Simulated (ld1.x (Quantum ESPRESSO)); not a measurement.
**Al RRKJ: all-electron and pseudo phase curves**

aluminium, norm-conserving RRKJ (Kleinman–Bylander form), made with ld1.x (Quantum ESPRESSO) 7.5 (PBE, scalar-relativistic). Core [Ne], reference 3s2 3p0.5 (charge +0.5). Waves: 3p (bound): rc 1.60 bohr; 3d channel at 0.3 Ry: rc 2.15 bohr; 3s (bound): rc 2.15 bohr. Local part: the s channel. Core correction: Bessel-smoothed model core, default radius (core density twice the valence density). rho0 = 0.001.

The phase is arctan(r·u′/u) with u = r·R(r), unwrapped; energies in Ry, scanned from -3 to 5 Ry. A pole is an energy at which the radial function vanishes at the test radius. The pseudo phase is shifted by a multiple of π to meet the all-electron one at the reference energy, and phase errors are pseudo minus all-electron; the curves can meet again beyond the range given. Levels narrower than the energy grid can be missing from the lists of poles.

Problem. For each channel, where are the poles, and over which energies does the pseudopotential scatter like the atom?

Solution.

```tsv
channel	radius (bohr)	reference energy (Ry)	poles, all-electron	poles, pseudo	unbroken range about the reference energy with phases within 0.05 rad	phase error 1 Ry above the reference energy (rad)
s	2.35	-0.82	1.15	1.06	below 2.4	-0.006
p	2.35	-0.42	2.00	1.48, 4.80	below 1.1	-0.030
d	2.35	0.30	2.64	2.71	below 4.2	+0.004
```

Phases in the d channel:

```csv
E (Ry),all-electron,pseudo
-3.00,1.323,1.323
-2.52,1.301,1.301
-2.04,1.272,1.273
-1.56,1.233,1.233
-1.08,1.174,1.175
-0.60,1.078,1.078
-0.12,0.890,0.890
0.36,0.422,0.422
0.84,-0.549,-0.546
1.32,-1.149,-1.145
1.80,-1.385,-1.380
2.28,-1.507,-1.500
2.76,-1.589,-1.578
3.24,-1.656,-1.639
3.72,-1.725,-1.697
4.20,-1.813,-1.761
4.68,-1.955,-1.844
```
